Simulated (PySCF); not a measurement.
CH₄, charge +1, doublet, at a GFN2-xTB geometry (a state made from the parent by changing its charge; the spin is typed, not shown lowest), atoms displaced at random by about 0.03 Å a coordinate.

Input for PySCF:
```python
from pyscf import gto, scf, dft

mol = gto.Mole()
mol.atom = '''
    C     0.025989    0.014359    0.036353
    H    -0.865869   -0.140161   -0.692314
    H     0.134273    1.107723   -0.212665
    H    -0.308456   -0.592446    0.920777
    H     1.045486   -0.430877   -0.079917
'''
mol.basis = 'def2-tzvp'
mol.charge = 1
mol.spin = 1
mol.verbose = 4
mol.build()

mf = dft.UKS(mol)
mf.xc = 'tpss'
mf.kernel()
g = mf.nuc_grad_method()
grad = g.kernel()
```

Problem. What does this run give for the total energy, HOMO energy, nuclear repulsion energy, Mulliken (on the basis functions themselves) charges in atom order?

Solution. 
The total energy is -40.073435 Ha, the HOMO energy is -18.19 eV and the nuclear repulsion energy is 12.9540 Eh. The Mulliken (on the basis functions themselves) charges in atom order comes out as C1 -0.30, H2 0.34, H3 0.33, H4 0.33, H5 0.31.

These values belong to the state on which the SCF converged, which isn't shown to be the lowest.
